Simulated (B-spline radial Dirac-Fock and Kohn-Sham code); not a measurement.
**P⁵⁺: eigenvalues, ΔSCF and the reference**

System: P⁵⁺, 1s2 2s2 2p6.

The density-functional columns are spherical, spin-unpolarised Dirac-Kohn-Sham results without Breit or QED terms: −ε is minus the orbital energy of the initial state and ΔSCF the difference of two total energies. The reference in the last column comes from Dirac-Fock ΔSCF + Breit + QED. All numbers are from an atomic code on a B-spline grid, in eV; a selection of levels is shown.

```tsv
level	LDA −ε	LDA ΔSCF	PBE −ε	PBE ΔSCF	Dirac-Fock
K (1s)	2154.7	2244.4	2162.9	2253.0	2238.5
L1 (2s)	248.2	268.7	249.1	269.6	277.6
L2 (2p1/2)	200.5	222.5	200.5	222.5	219.7
L3 (2p3/2)	199.6	221.5	199.6	221.5	218.8
```

Question: Order the estimates of the K (1s) level by their distance from the Dirac-Fock value, nearest first.
A. PBE ΔSCF
B. LDA −ε
C. PBE −ε
D. LDA ΔSCF

Answer: D (5.9 eV), A (14.5 eV), C (75.6 eV), B (83.8 eV).

For the outermost level NIST gives 220.43 eV (semi-empirical); the differences from it are LDA −ε -20.87, LDA ΔSCF +1.04, PBE −ε -20.85, PBE ΔSCF +1.08, Dirac-Fock -1.58 eV.

Values without a named source are computed, but for edge energies of neutral atoms, which are taken from tables.
